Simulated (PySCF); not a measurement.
Computed with CAM-B3LYP-D3(BJ)/def2-TZVP // CAM-B3LYP-D3(BJ)/def2-SVP in PySCF 2.14.0. Gas-phase values, no solvent. One relaxed conformer stands for a flexible species; it need not be the lowest. Delta-SCF ions had no search for a lower state. 

Reference species (SMILES): `[Br][Sn]([Br])([Br])[Br]` (neutral, multiplicity 1).

The vertical ionisation energy (Delta-SCF) is 11.04 eV, the HOMO–LUMO gap comes out as 7.55 eV and the LUMO comes out as -2.70 eV.

Changed species: `[O]([Sn]([Br])([O]C)[Br])C` (C–O–Sn–Br torsion -174°, Br–Sn–O–C torsion 65°) (2 of 4 Br replaced by OCH3; the reference has 0 of 4 Br replaced by OCH3).

Give the shifts of the vertical ionisation energy (Delta-SCF), HOMO–LUMO gap and LUMO.

the vertical ionisation energy (Delta-SCF) drops by 0.65 eV, to 10.39 eV; the HOMO–LUMO gap rises by 0.56 eV, to 8.11 eV; the LUMO increases by 1.00 eV, to -1.70 eV.
